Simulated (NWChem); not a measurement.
System: CBr₃Cl; SMILES ClC(Br)(Br)Br

All runs: NWChem. Geometry: optimised at PBE0/def2-SVP.

For level B3LYP/aug-cc-pVTZ:

highest occupied level (eV): -8.01
orbital gap (eV): 5.30

Task: Estimate the same quantities for level B3LYP/def2-SVP.

Result: 
* **highest occupied level (eV)**: -7.77
* **orbital gap (eV)**: 5.54
